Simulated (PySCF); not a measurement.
# UHF on Ga²⁺ (gallium, charge +2)

Configuration: [Ar] 3d10 4s1, 2S determinant. Computed with PySCF 2.14 in cc-pVDZ-DK (5s4p2d, 27 functions), with the spin-free X2C one-electron Hamiltonian (Gaussian nucleus).

```
Total energy                        : -1941.190759 hartree
One-electron energy                 : -2685.8658 hartree
Hartree (Coulomb) energy            : 818.7974 hartree
Exchange energy                     : -74.1224 hartree
⟨S²⟩                                : 0.7503
⟨L²⟩                                : 0.000
Sum of ⟨r⟩                          : 17.07 bohr
Sum of ⟨r²⟩                         : 17.76 bohr²
Langevin diamagnetic susceptibility : -14.1 ×10⁻⁶ cm³/mol
Time after the integrals            : 0.05 s of wall time on 1 thread of Neoverse-V2 (shared host)
```

| shell | electrons | mean orbital energy (eV) | rms radius, mean of both spins (bohr) |
| --- | --- | --- | --- |
| 1s α | 1 | -10461.5 | 0.0560 |
| 1s β | 1 | -10461.4 | 0.0560 |
| 2s α | 1 | -1361.8 | 0.235 |
| 2s β | 1 | -1361.6 | 0.235 |
| 2p α | 3 | -1183.8 | 0.211 |
| 2p β | 3 | -1183.7 | 0.211 |
| 3s α | 1 | -199.67 | 0.698 |
| 3s β | 1 | -199.17 | 0.698 |
| 3p α | 3 | -143.68 | 0.736 |
| 3p β | 3 | -143.49 | 0.736 |
| 3d α | 5 | -52.109 | 0.889 |
| 3d β | 5 | -51.906 | 0.889 |
| 4s α | 1 | -29.778 | 2.29 |

Densities and radii are taken from the X2C orbitals without a picture-change correction, which distorts them close to the nucleus.
